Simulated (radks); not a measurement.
Charge is removed step by step from the 4s1/2 level of neutral praseodymium, starting from [Xe] 4f3 6s2. Calculated with a radial shooting solver on a logarithmic mesh with Libxc functionals: Dirac Kohn-Sham, LDA (Slater exchange, Perdew-Wang correlation), spin-unpolarised, spherical densities, finite nucleus; open shells fill j = l - 1/2 first; Fermi nuclear charge, rms radius 4.8919 fm.

removed (e),E - E(0) (eV),eigenvalue (eV),E minus straight line (eV)
0,0.000,-287.11,0.000
0.125,36.016,-289.17,-1.012
0.25,72.298,-291.36,-1.758
0.375,108.86,-293.65,-2.223
0.5,145.71,-296.03,-2.397
0.625,182.87,-298.47,-2.269
0.75,220.34,-300.98,-1.831
0.875,258.12,-303.54,-1.077
1,296.22,-306.15,0.000

Removing the whole electron costs 296.22 eV by Delta-SCF, against 287.11 eV from minus the eigenvalue at the starting occupation. Slater's transition state (half an electron removed) gives 296.03 eV. Integrating minus the eigenvalue over the occupation (Janak's theorem) gives 296.22 eV. The mean slope of the eigenvalue, de/dn, is 19.0 eV per electron.
